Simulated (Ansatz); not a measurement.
Reaction (ligand exchange at the Si–N bond): `O=C=N[SiH3]` + `OCO` → `OCO[SiH3]` + `N=C=O`

Computed with Ansatz on PBE0-D4/def2-TZVP structures; ΔE is electronic, products minus reactants. CCSD(T)/CBS adds triple-zeta CCSD(T) − MP2 to the extrapolated MP2 energy (def2 sets, frozen cores). This one scheme is used for every species. DFT in def2-TZVPP. B3LYP here is the variant with VWN-RPA as its local correlation; programs differ in this. One conformer a species, not always the lowest.

`O=C=N[SiH3]`:

```xyz
7

O    -2.424    1.811    0.137
C    -1.492    1.114    0.085
N    -0.539    0.402    0.032
Si    0.826   -0.617   -0.047
H     1.931    0.002    0.722
H     1.222   -0.779   -1.465
H     0.476   -1.933    0.537
```

`OCO`:

```xyz
7

O     0.282    1.169    0.198
C     0.314   -0.168   -0.204
O    -0.835   -0.873    0.161
H    -0.463    1.592   -0.239
H     1.215   -0.586    0.256
H     0.379   -0.267   -1.293
H    -0.893   -0.867    1.121
```

`OCO[SiH3]`:

Z-matrix (Å, degrees):
```
C
O 1 1.405
O 1 1.381 2 110.1
H 1 1.095 2 110.7 3 -117.0
H 1 1.101 2 108.9 3 122.7
Si 2 1.645 1 124.2 3 174.7
H 3 0.962 1 108.3 2 61.2
H 6 1.490 2 110.9 1 60.8
H 6 1.480 2 106.4 1 -179.3
H 6 1.489 2 110.7 1 -59.2
```

`N=C=O`:

Cartesian coordinates in Å:
```
N -0.520 -0.279 -0.487
C 0.201 0.399 0.205
O 0.826 1.162 0.817
H -0.506 -1.282 -0.535
```

| level | ΔE (eV) |
| --- | --- |
| PBE0-D4 | 0.15 |
| B3LYP-D4 | 0.12 |
| PBE | 0.14 |
| HF/def2-TZVPP | 0.19 |

(1) What does CCSD(T)/CBS give? (Estimate.)

Largest T1 diagnostic among the species: 0.018.

Results:

(1) Ansatz gave: +0.12 eV. The listed levels differ from it by 0.03, 0.00, 0.02, 0.07 eV.

In def2-TZVPP, CCSD(T) changes the Hartree–Fock value by −0.07 eV (the triples alone add −0.02 eV) and MP2 by −0.04 eV.
